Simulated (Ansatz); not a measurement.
Isolated molecules relaxed with PBE0-D4/def2-TZVP in Ansatz; ΔE leaves out vibrations. CCSD(T)/CBS is the MP2 limit (def2-TZVPP, def2-QZVPP) plus CCSD(T) − MP2 in def2-TZVPP, frozen cores. This one scheme is used for every species. DFT in def2-TZVPP. B3LYP here is the variant with VWN-RPA as its local correlation; programs differ in this. Each species was taken in one conformer, which may not be the lowest.

`N[SiH2]C[SiH2]N` + H–F → `N[SiH2]CF` + `N[SiH3]`  (substitution at a C–Si bond)

| level | ΔE (kJ/mol) | difference from CCSD(T)/CBS |
| --- | --- | --- |
| r2SCAN-D4 | 125.5 | -10.4 |
| B2PLYP | 115.9 | -20.0 |
| r2SCAN | 122.2 | -13.7 |
| B3LYP | 100.2 | -35.7 |
| HF/def2-TZVPP | 93.9 | -42.0 |
| HF/def2-QZVPP | 93.6 | -42.3 |
| MP2/def2-QZVPP | 148.2 | 12.3 |
| SCS-MP2/def2-QZVPP | 131.6 | -4.3 |
| HF/CBS(def2) | 93.5 | -42.4 |
| CCSD/CBS(def2) | 131.5 | -4.4 |
| CCSD(T)/CBS | 135.9 | 0 |

Largest T1 diagnostic among the species: 0.011.

The D4 term adds +18.6 kJ/mol with B3LYP and +10.5 kJ/mol with PBE0; it sums over pairs of atoms, weighted by their polarisabilities, and B3LYP, whose exchange is more repulsive, gets the larger term. From PBE to PBE0 (25 % exact exchange), in def2-TZVPP and without D4, ΔE moves by +7.4 kJ/mol.
